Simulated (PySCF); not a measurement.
Compound: C7H13P.
SMILES with atom numbers: `[CH3:1][C:2]1=[C:3]([CH3:4])[CH2:5][P:6]([CH3:7])[CH2:8]1`

NICS is the negative of the GIAO shielding at a point without a nucleus: at the ring centre (0) and 1 Å above and below it (1); zz is the component along the ring normal. Level: GIAO PBE/pcSseg-1 (PySCF, non-relativistic, gas phase) on the PBE0-D3(BJ)/def2-SVP geometry, one conformer.

Ring bond lengths (Å): C2–C3 1.348, C3–C5 1.508, C5–P6 1.868, P6–C8 1.869, C8–C2 1.508.

Q: Give the NICS values of each ring in ppm.

A: 
```json
{"ring": "C2–C3–C5–P6–C8", "type": "5-membered ring with P; formal bonds 1 double, 4 single", "NICS(0)": "-3.2", "NICS(1), two faces": "-3.9 / -3.2", "NICS(1)zz, two faces": "-3.6 / -3.2", "rms pucker (Å)": "0.10", "centre to ring atoms, mean (Å)": "1.37"}
```

Q: What can be read from them?

A: 
- C2–C3–C5–P6–C8: mean NICS(1)zz -3.4 ppm, shielded. C5, C8 have four or more neighbours; no verdict on aromaticity is drawn.

Q: Give the inner angles of the rings.

A: 
- C2–C3–C5–P6–C8: C2 115.6°, C3 115.6°, C5 107.4°, P6 90.4°, C8 107.4°; sum 536.5° against 540° for a flat convex ring.

Q: What are the shieldings of the ring atoms and their hydrogens in the same run (means over atoms taken as equivalent)?

A: 
```json
{"atoms": "C2 (×2)", "environment": "fully substituted alkene carbon", "σ isotropic (ppm)": "44.2"}
{"atoms": "C5 (×2)", "environment": "sp3 carbon bound to phosphorus", "σ isotropic (ppm)": "134.0"}
{"atoms": "P6", "environment": "phosphine phosphorus", "σ isotropic (ppm)": "354.0"}
{"atoms": "H on C5 (×4)", "environment": "methylene hydrogen", "σ isotropic (ppm)": "28.95"}
```

Q: How do the values depend on the level or the medium?

A: 
```
                                 level  NICS(0), C2–C3–C5–P6–C8  mean NICS(1)zz, C2–C3–C5–P6–C8
                     PBE/pcSseg-1, gas                     -3.2                            -3.4
                    PBE0/pcSseg-1, gas                     -3.3                            -3.5
PBE0/pcSseg-1, IEF-PCM tetrahydrofuran                     -3.4                            -3.5
          PBE0/pcSseg-1, IEF-PCM water                     -3.4                            -3.5
```

The geometry is the same throughout; the continuum's cavity takes Bondi-type radii × 1.2.
